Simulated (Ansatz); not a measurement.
Input (CCSDT(Q)/cc-pVDZ; Ansatz, an electronic-structure program):

Ansatz 0.2 input:
```yaml
crystal:
  periodic: [false, false, false]
  atoms:
    - {symbol: C, position_ang: [1.90664000, 0.34885407, -0.13902816]}
    - {symbol: C, position_ang: [0.69094452, -0.11588787, -0.12885011]}
    - {symbol: C, position_ang: [-0.52750019, -0.57327427, -0.11592672]}
    - {symbol: C, position_ang: [-1.73834478, 0.21694343, 0.30000949]}
    - {symbol: H, position_ang: [2.55115113, 0.26694868, 0.72943496]}
    - {symbol: H, position_ang: [2.32029630, 0.83257778, -1.01722581]}
    - {symbol: H, position_ang: [-0.69220578, -1.60214757, -0.42734242]}
    - {symbol: H, position_ang: [-2.46167837, 0.27527049, -0.51753116]}
    - {symbol: H, position_ang: [-2.24216172, -0.26257836, 1.14334429]}
    - {symbol: H, position_ang: [-1.46583887, 1.23011686, 0.59209315]}
basis:
  gaussian:
    orbitals: cc-pVDZ
magnetization: {spin_polarized: false}
correlation: {method: ccsdt_q, electrons: outside_noble_gas}
```

Output:

```
Functional definition: HF
integrals: 0.12 GiB planned
1643 factors; integrals over basis functions are off by at most 2.1e-7 eV
mean field: 0.30 GiB planned
mean field evaluation 1: about -4213.2216 eV, gradient 2.6e1 eV
mean field evaluation 2: about -4213.2233 eV, gradient 2.6e1 eV
mean field evaluation 4: about -4215.3772 eV, gradient 2.6e0 eV
mean field evaluation 8: about -4215.4036 eV, gradient 2.4e-4 eV
mean field evaluation 16: about -4215.4025 eV, gradient 2.3e-1 eV
mean field -4215.40364371 eV, -154.9132266030 hartree, gradient 2.5e-6 eV, S^2 0.000000; 0 other end points of the search recorded, 0 dependent functions left out
4 core orbitals not correlated
reference -4215.40364371 eV, -154.9132266030 hartree; 11, 11 occupied and 71, 71 virtual orbitals, 1643 factors
second order -14.52358400 eV of doubles, -0.00000000 eV of singles
coupled cluster: 3.45 GiB planned
cycle   1  -15.25471282 eV  change   -7.3e-1 eV  update   1.1e-1
cycle   2  -16.04019975 eV  change   -7.9e-1 eV  update   4.9e-2
cycle   3  -16.43423465 eV  change   -3.9e-1 eV  update   2.3e-2
cycle   4  -16.39348261 eV  change    4.1e-2 eV  update   7.9e-3
cycle   5  -16.38709943 eV  change    6.4e-3 eV  update   4.3e-3
cycle   6  -16.39431342 eV  change   -7.2e-3 eV  update   1.5e-3
cycle   7  -16.39647442 eV  change   -2.2e-3 eV  update   7.0e-4
cycle   8  -16.39585758 eV  change    6.2e-4 eV  update   2.8e-4
cycle   9  -16.39581040 eV  change    4.7e-5 eV  update   1.3e-4
cycle  10  -16.39597023 eV  change   -1.6e-4 eV  update   5.0e-5
cycle  11  -16.39587893 eV  change    9.1e-5 eV  update   2.0e-5
cycle  12  -16.39591227 eV  change   -3.3e-5 eV  update   8.4e-6
cycle  13  -16.39591873 eV  change   -6.5e-6 eV  update   3.2e-6
cycle  14  -16.39592119 eV  change   -2.5e-6 eV  update   1.4e-6
cycle  15  -16.39592222 eV  change   -1.0e-6 eV  update   5.7e-7
perturbative correction -0.03996388 eV, -0.0014686455 hartree
Total energy: -4231.83952981 eV, -155.5172342767 hartree
```
